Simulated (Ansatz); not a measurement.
Consider the formal exchange of groups at the Al–Cl bond: `[Cl][Al]([Cl])[Cl]` + `C#N` → `N#[C][Al]([Cl])[Cl]` + HCl.

Isolated molecules relaxed with PBE0-D4/def2-TZVP in Ansatz; ΔE leaves out vibrations. CBS: MP2 limit from def2 TZ/QZ plus the TZ coupled-cluster correction, frozen cores. This one scheme is used for every species. Functionals use def2-TZVPP.

| species | BLYP-D4 energy (Eh) |
| --- | --- |
| `[Cl][Al]([Cl])[Cl]` | -1623.29925 |
| `C#N` | -93.44505 |
| `N#[C][Al]([Cl])[Cl]` | -1255.89480 |
| HCl | -460.81454 |

(1) Work out ΔE.

Largest T1 diagnostic among the species: 0.014.

## Answers

(1) ΔE = (-1255.89480) + (-460.81454) − (-1623.29925) − (-93.44505) = 0.03496 Eh = +91.8 kJ/mol. CCSD(T)/CBS gives +96.0 kJ/mol.

Leaving LDA and LC-ωPBE aside and taking each functional with its dispersion term where it has one, the values, not all of them listed here, spread over 7.8 kJ/mol, from BLYP-D4 to r2SCAN0-D4. From BLYP to BHLYP (50 % exact exchange), in def2-TZVPP and without D4, ΔE moves by +6.9 kJ/mol. In def2-TZVPP, CCSD(T) changes the Hartree–Fock value by −9.2 kJ/mol (the triples alone add −1.2 kJ/mol) and MP2 by −6.1 kJ/mol.
